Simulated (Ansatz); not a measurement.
A nudged elastic band was laid between two geometries of FHISi (4 atoms, charge 0, multiplicity 2).

These are results of Ansatz 0.2.0, UKS B3LYP-D4/def2-SVP, not measurements.

| Property | Result |
| --- | --- |
| movable images | 9 |
| climbing image | yes |
| spring | 5.0 eV/Å² |
| optimiser | quadratic models (default) |
| start path | IDPP |
| force threshold | 0.05 eV/Å |
| iteration limit | 23 |
| end points | relaxed |

Initial state:

```xyz
4
Properties=species:S:1:pos:R:3
F -1.220 -0.143 1.041
Si -0.341 -0.256 -0.325
I 2.008 -0.754 0.247
H -0.391 1.092 -0.984
```

Final state:

```xyz
4
Properties=species:S:1:pos:R:3
F -1.218 -0.140 1.045
Si 0.137 0.393 0.316
I 1.435 -1.532 -0.523
H -0.298 1.219 -0.859
```

Question: What changes between the two ends?

Answer: No bond is made or broken. The height of Si2 over the plane of its neighbours goes from 0.63 to -0.63 Å. The two ends are copies of one structure, up to a mirror image or an exchange of like atoms.

Question: Give the energies along the band, and the barrier.

Answer: The run converged. The highest image is number 5 of 0 to 10, 22.2 kcal/mol above the ends, which have the same energy within 2 meV. A vibrational analysis at the climbing image gives one clearly imaginary mode, 1127i cm⁻¹: a first-order saddle point.

| image | path coordinate (Å) | energy (kcal/mol) | height of Si2 over the plane of its neighbours (Å) |
| --- | --- | --- | --- |
| 0 | 0.00 | 0.0 | 0.63 |
| 1 | 0.12 | 0.9 | 0.54 |
| 2 | 0.24 | 4.1 | 0.41 |
| 3 | 0.36 | 10.1 | 0.28 |
| 4 | 0.48 | 17.8 | 0.14 |
| 5 | 0.60 | 22.2 | 0.00 |
| 6 | 0.72 | 17.9 | -0.14 |
| 7 | 0.85 | 10.1 | -0.28 |
| 8 | 0.97 | 4.1 | -0.41 |
| 9 | 1.09 | 0.9 | -0.54 |
| 10 | 1.21 | 0.0 | -0.63 |

Question: What is the geometry of the highest image?

Answer: 
```xyz
4
Properties=species:S:1:pos:R:3
F -1.232 -0.170 1.098
Si -0.125 0.139 -0.056
I 1.822 -1.279 -0.095
H -0.410 1.250 -0.967
```

Question: What are the harmonic wavenumbers there?

Answer: 1127i, 180, 382, 747, 892, 2341 cm⁻¹.

The run took 3.6 min on 1 thread of Intel(R) Xeon(R) Platinum 8488C (Sapphire Rapids), with other jobs on the host, peak memory 0.18 GiB.
